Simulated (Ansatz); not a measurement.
C4H9Cl3Sn (SMILES CCC[CH2][Sn]([Cl])([Cl])[Cl]), singlet, geometry from GFN2-xTB (such geometries of metal compounds can be far from the true shape) (all electrons, no relativity); B3LYP5/STO-3G in Ansatz (a first-principles code).

The Ansatz input:
Ansatz 0.2 input:
```yaml
crystal:
  periodic: [false, false, false]
  atoms:
    - {symbol: C, position_ang: [-4.39186046, -0.36271527, -0.12209630]}
    - {symbol: C, position_ang: [-2.97975254, -0.39734081, -0.68999203]}
    - {symbol: C, position_ang: [-2.18587318, -1.58037032, -0.14581249]}
    - {symbol: C, position_ang: [-0.80115302, -1.68762794, -0.71354593]}
    - {symbol: Sn, position_ang: [0.58388813, -0.00659587, -0.01644072]}
    - {symbol: Cl, position_ang: [0.70422409, 1.83088088, -1.47269867]}
    - {symbol: Cl, position_ang: [-0.05877016, 0.86869545, 2.06551217]}
    - {symbol: Cl, position_ang: [2.80112772, -0.71700956, 0.26810920]}
    - {symbol: H, position_ang: [-4.93380889, -1.26925862, -0.38393982]}
    - {symbol: H, position_ang: [-4.93885832, 0.48928349, -0.51664614]}
    - {symbol: H, position_ang: [-4.36369763, -0.27910897, 0.96171888]}
    - {symbol: H, position_ang: [-2.46428360, 0.53153745, -0.42727938]}
    - {symbol: H, position_ang: [-3.02194787, -0.45831259, -1.77969678]}
    - {symbol: H, position_ang: [-2.14983028, -1.52648620, 0.94523797]}
    - {symbol: H, position_ang: [-2.70967763, -2.50971708, -0.40169133]}
    - {symbol: H, position_ang: [-0.27435719, -2.58008738, -0.38609232]}
    - {symbol: H, position_ang: [-0.77799848, -1.60336543, -1.79658010]}
basis:
  gaussian:
    orbitals: STO-3G
hamiltonian:
  xc: b3lyp5
```

What the program printed (banner, timings and long lists left out):

```
Functional definition: B3LYP5
1067 factors; integrals over basis functions are off by at most 5.1e-5 eV
mean field evaluation 1: about -203716.1962 eV, gradient 2.2e1 eV
mean field evaluation 2: about -203717.2081 eV, gradient 2.0e1 eV
mean field evaluation 4: about -203719.2311 eV, gradient 9.2e-1 eV
mean field evaluation 8: about -203719.1550 eV, gradient 1.1e-2 eV
mean field -203719.15496004 eV, -7486.5408589788 hartree, gradient 6.8e-5 eV, S^2 0.000000; 0 other end points of the search recorded, 0 dependent functions left out
reference -203719.15523646 eV, -7486.5408691371 hartree; 67, 67 occupied and 16, 16 virtual orbitals, 1067 factors
Total energy: -203719.15523646 eV, -7486.5408691371 hartree
```
